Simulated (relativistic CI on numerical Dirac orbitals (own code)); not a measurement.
## Calculated levels, Ca²⁺

Method of calculation: Dirac-Coulomb-Breit CI, orbitals from a KLI potential per configuration, model QED, valence Slater integrals scaled by 0.85, P86 correlation estimate, and configurations built on the next ion tied to the tabulated ionisation energy (semi-empirical) (own radial code, finite nucleus).

Configurations in the expansion (outside the closed core [Ne]): 3s2 3p6, 3s2 3p5 3d, 3s2 3p5 4s, 3s2 3p5 4p, 3s2 3p5 4d, 3s2 3p5 5s, 3s2 3p5 4f, 3s2 3p4 3d2, 3s 3p6 3d, 3s2 3p5 5p, 3s2 3p5 5d, 3s2 3p5 5f, 3s2 3p5 5g, 3p6 3d2, 3s 3p6 4s. Levels of other configurations are missing.

```tsv
No.	Configuration	Term	J	E (cm⁻¹)	%	Next component (%)	Lifetime (s)
1	3s2 3p6	1S	0	0	97	3 3s2 3p4 3d2 1S	
2	3s2 3p5 3d	3P°	0	205278	100		
3	3s2 3p5 3d	3P°	1	205751	100		5.10e-07
4	3s2 3p5 3d	3P°	2	206732	99		1.17e-01
5	3s2 3p5 3d	3F°	4	213382	100		
6	3s2 3p5 3d	3F°	3	214489	99	1 1F°	2.58e+01
7	3s2 3p5 3d	3F°	2	215470	99	1 1D°	1.73e+01
8	3s2 3p5 3d	3D°	3	227778	79	21 1F°	8.16e-01
9	3s2 3p5 3d	1D°	2	228203	59	40 3D°	2.35e-01
10	3s2 3p5 3d	3D°	1	228923	100		4.55e-08
11	3s2 3p5 3d	3D°	2	229085	59	41 1D°	2.90e-01
12	3s2 3p5 3d	1F°	3	229921	79	20 3D°	4.06e-01
13	3s2 3p5 4s	3P°	2	245856	100		1.31e-02
14	3s2 3p5 4s	3P°	1	247244	82	18 1P°	6.52e-10
15	3s2 3p5 4s	3P°	0	248974	100		1.25e-02
16	3s2 3p5 4s	1P°	1	251004	81	18 3P°	1.37e-10
17	3s2 3p5 4p	3S	1	273983	97	2 3P	1.48e-09
18	3s2 3p5 4p	3D	3	279322	100		1.28e-09
19	3s2 3p5 4p	3D	2	279719	75	22 1D	1.37e-09
20	3s2 3p5 4p	3D	1	280933	73	17 1P	1.36e-09
21	3s2 3p5 4p	3P	2	281935	48	47 1D	1.42e-09
22	3s2 3p5 3d	1P°	1	282085	77	21 3s2 3p5 4d 1P°	1.81e-11
23	3s2 3p5 4p	1P	1	283447	51	27 3D	1.53e-09
24	3s2 3p5 4p	3P	2	284070	49	31 1D	1.36e-09
25	3s2 3p5 4p	3P	0	284125	98	2 1S	1.27e-09
26	3s2 3p5 4p	3P	1	284688	66	32 1P	1.40e-09
27	3s2 3p5 4p	1S	0	293760	95	4 3s2 3p5 5p 1S	1.50e-09
28	3s2 3p5 4d	3P°	0	324587	99		9.02e-10
29	3s2 3p5 4d	3P°	1	324908	95	4 3D°	8.83e-10
30	3s2 3p5 4d	3P°	2	325482	83	10 3D°	9.30e-10
31	3s2 3p5 4d	3F°	4	325542	100		9.63e-10
32	3s2 3p5 4d	3F°	3	325998	73	23 1F°	9.64e-10
33	3s2 3p5 4d	3F°	2	326746	54	28 1D°	9.76e-10
34	3s2 3p5 4d	3D°	3	327192	55	41 1F°	1.00e-09
35	3s2 3p5 5s	3P°	2	329032	95	3 3s2 3p5 4d 3D°	1.28e-09
36	3s2 3p5 4d	3D°	1	329084	92	4 3P°	6.03e-10
37	3s2 3p5 4d	3F°	2	329351	46	33 1D°	9.78e-10
38	3s2 3p5 4d	3D°	3	329719	41	36 1F°	9.91e-10
39	3s2 3p5 5s	3P°	1	329726	49	47 1P°	4.36e-10
40	3s2 3p5 4d	3D°	2	329764	48	31 1D°	9.86e-10
41	3s2 3p5 5s	3P°	0	332190	100		1.29e-09
42	3s2 3p5 5s	1P°	1	332634	50	49 3P°	3.34e-10
43	3s2 3p5 5p	3S	1	340406	90	7 3P	2.24e-09
44	3s2 3p5 5p	3D	3	341790	100		2.39e-09
45	3s2 3p5 5p	3D	2	342013	60	35 1D	2.68e-09
46	3s2 3p5 4d	1P°	1	342192	70	14 3s2 3p5 5d 1P°	4.53e-11
47	3s2 3p5 5p	1P	1	342630	45	32 3D	2.77e-09
48	3s2 3p5 5p	3P	2	342841	69	28 1D	2.62e-09
49	3s2 3p5 5p	3P	0	344660	95	5 1S	2.44e-09
50	3s2 3p5 5p	3D	1	345079	66	26 1P	2.54e-09
51	3s2 3p5 5p	1D	2	345433	37	36 3D	2.63e-09
52	3s2 3p5 5p	3P	1	345537	63	27 1P	2.58e-09
53	3s2 3p5 4f	3D	1	347723	99	1 3s2 3p5 5p 3D	6.70e-10
54	3s2 3p5 4f	3D	2	347862	79	17 1D	6.40e-10
55	3s2 3p5 4f	3G	5	348162	100		6.15e-10
56	3s2 3p5 4f	1G	4	348220	51	49 3G	5.96e-10
57	3s2 3p5 4f	3D	3	348337	66	19 3F	6.42e-10
58	3s2 3p5 4f	1D	2	348591	57	36 3F	5.66e-10
59	3s2 3p5 4f	3G	3	348816	39	35 1F	6.07e-10
60	3s2 3p5 4f	3F	4	348841	62	20 1G	5.98e-10
61	3s2 3p5 5p	1S	0	350905	91	5 3P	2.83e-09
62	3s2 3p5 4f	3G	3	351611	59	32 1F	6.14e-10
63	3s2 3p5 4f	3F	3	351630	46	32 3D	6.26e-10
64	3s2 3p5 4f	3F	4	351646	38	33 3G	6.01e-10
65	3s2 3p5 4f	3F	2	351754	61	25 1D	5.92e-10
66	3s2 3p5 5d	3P°	0	360447	100		1.89e-09
67	3s2 3p5 5d	3P°	1	360641	89	11 3D°	1.87e-09
68	3s2 3p5 5d	3F°	4	360801	100		2.33e-09
69	3s2 3p5 5d	3P°	2	360927	67	20 3D°	2.09e-09
70	3s2 3p5 5d	3F°	3	360997	60	36 1F°	2.44e-09
```

Energies count from the lowest computed level; ° marks odd parity; lifetimes are radiative, by E1, M1, E2, M2, E3 decay to levels of this space only; some are left blank where a channel outside the calculation adds to the decay or the decay crosses a small, uncertain gap.

The mean weight of the leading LS term, summed over parents, in these 70 levels is 76 %, and that of the leading jj configuration (from the same eigenvectors) 80 %.

Configurations that consist of the next ion and one excited electron were tied to the tabulated ionisation energy; Rydberg ones are usually within 1,000 to 3,000 cm⁻¹ and the lowest ones within about 6,000 (9,000 in d shells), while levels on excited terms of the next ion carry the error of that term, and the other configurations can be misplaced by 10,000 cm⁻¹ or more. Rates follow the energies as ν³ (E1, M1) or ν⁵ (E2), so rates, branching and lifetimes can be off by large factors. The fine structure of a lone outer electron comes out too small, for d and f at times inverted, and misplaced configurations move strength between like terms. 39 of the 51 excited levels that our extract of the measured tables holds in this range could be paired (the sources list more); they are missed by 1778 cm⁻¹ on average and 5443 at most, and levels without a partner can miss by more.

LS names give the leading component of a level, which can be under half, so a name can repeat, a term be missing and a line seem to break the LS rules.
